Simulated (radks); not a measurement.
Results of a calculation; reference values are marked as such.
Initial-state core-level shifts of neutral copper when its valence configuration changes from [Ar] 3d10 4s1. Level of theory: scalar-relativistic Kohn-Sham, LDA (Slater exchange, Perdew-Wang correlation), spin-unpolarised, spherical densities, finite nucleus; Fermi nuclear charge, rms radius 3.8823 fm (a radial shooting solver on a logarithmic mesh with Libxc functionals). Shifts are changes of the shell-averaged eigenvalues in eV (positive: less bound); the change of the density at the nucleus, which sets a Mossbauer isomer shift, is in e/bohr^3, on a base of 2.229e+04.

valence                1s       2s       2p       3p  density at nucleus
3d9 4s1 4p1        -7.299   -7.770   -7.716   -7.233              +3.372
3d8 4s2 4p1       -14.038  -15.346  -15.211  -13.567             +18.163
3d8 4s1.5 4p1.5   -14.940  -16.212  -16.077  -14.461             +13.237
3d10 4p1           -2.093   -1.947   -1.958   -2.114              -7.230
3d8 4s1 4p2       -15.791  -17.028  -16.893  -15.304              +7.972
3d9.5 4p1.5        -5.393   -5.471   -5.455   -5.410              -6.679
3d9 4s2            -5.207   -5.784   -5.724   -5.141             +11.144
3d7.5 4s1 4p2.5   -20.472  -22.193  -22.010  -19.614             +10.703
3d10 4s0.5 4p0.5   -1.122   -1.047   -1.053   -1.133              -3.422
